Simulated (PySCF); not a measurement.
C₃H₅B.
Structure used (PBE0-D3(BJ)/def2-SVP), in Å, numbered top down from 1:
```
atom  x, y, z in Å
B1     2.3464   -0.0740    0.0758
C2     0.8461   -0.0594    0.0198
C3    -0.3772   -0.0485   -0.0274
C4    -1.8241   -0.0333   -0.0770
H5     2.9771   -0.7861   -0.6698
H6     2.9349    0.6259    0.8662
H7    -2.2399   -0.4222    0.8664
H8    -2.1970    0.9965   -0.1957
H9    -2.2174   -0.6443   -0.9041
```

Theory: core-valence-separated Tamm–Dancoff BHandHLYP/aug-pcX-1 (pcseg-1 on H) in PySCF, non-relativistic, gas phase, PBE0-D3(BJ)/def2-SVP geometry. The energies are unshifted.

The lowest roots of each edge with f over 0.003 (five at most, numbered afresh; weaker and dark ones are left out), with transition dipoles (au) in the frame of the coordinates:

```tsv
root	edge	E (eV)	μx	μy	μz
1	C	282.00	0.0020	0.0452	-0.0414
2	C	282.08	0.0026	0.0588	-0.0540
3	C	283.15	-0.0021	0.0639	0.0695
4	C	284.40	-0.0021	0.0607	0.0660
5	C	285.00	0.0029	0.0657	-0.0603
6	B	185.43	0.0044	0.0999	-0.0917
7	B	191.18	-0.0013	0.0376	0.0409
8	B	192.12	-0.0009	0.0262	0.0283
```

Task: What are the oscillator strengths?

Result: f = (2/3) ΔE |μ|², with ΔE in hartree (27.2114 eV):

```tsv
root	ΔE (Eh)	|μ|² (au)	f	core hole on
1	10.3633	0.003761	0.026	C2
2	10.3663	0.006380	0.044	C3
3	10.4055	0.008918	0.062	C2
4	10.4515	0.008045	0.056	C3
5	10.4734	0.007961	0.056	C2
6	6.8146	0.018408	0.084	B1
7	7.0258	0.003088	0.014	B1
8	7.0604	0.001488	0.007	B1
```

Task: Molecules are fixed in this frame and the field points along (1, 1, 0)/√2. What effective strengths 3 f cos²θ do the roots have (θ between field and μ)?

Result: root 1 (C2): 0.023, root 2 (C3): 0.039, root 3 (C2): 0.040, root 4 (C3): 0.036, root 5 (C2): 0.049, root 6 (B1): 0.074, root 7 (B1): 0.009, root 8 (B1): 0.005. Root 6 is the strongest. Averaged over all orientations cos²θ is 1/3, which gives f back.

